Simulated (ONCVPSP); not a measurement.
**germanium (Ge): ONCV pseudisation with LDA (Perdew-Zunger), scalar-relativistic reference atom.**

germanium (Ge), optimised norm-conserving Vanderbilt (ONCV), made with ONCVPSP 4.0.1 (LDA (Perdew-Zunger), scalar-relativistic). Core [Ar], reference 3d10 4s2 4p2. Waves: 4s: rc 1.40 bohr, ncon 4, nbas 8, qcut 6 1/bohr, 2 projectors, debl 2.1 Ha; 4p: rc 2.40 bohr, ncon 4, nbas 8, qcut 3.3 1/bohr, 1 projector; 3d: rc 0.90 bohr, ncon 4, nbas 9, qcut 19.4 1/bohr, 2 projectors, debl 3.9 Ha. Local part: polynomial inside 0.80 bohr (lpopt 5, dvloc0 2 Ha). Core correction: none.

Poles of the logarithmic derivatives, all-electron (AE) and pseudo (PS). s: poles at no energy (AE) and no energy (PS) Ha. p: poles at 0.8 (AE) and 0.9 (PS) Ha. d: poles at 1.1 (AE) and 1.1 (PS) Ha. Test radii: s 1.42, p 2.44, d 0.91 bohr.

* Cutoffs needed: 137 Ha and 154 Ha (the cutoffs (Ha) at which the residual kinetic energy of the hardest occupied pseudo-wave falls to 1 and 0.1 mHa per electron)
* Ghost test: ghosts flagged at negative energy: s at -127.4 eV; GHOST(+) flagged for p at 4.0 eV; a true bound ghost makes a file unfit for plane-wave use
* Configuration tests: 1 of 4 tests not solved or not reliable
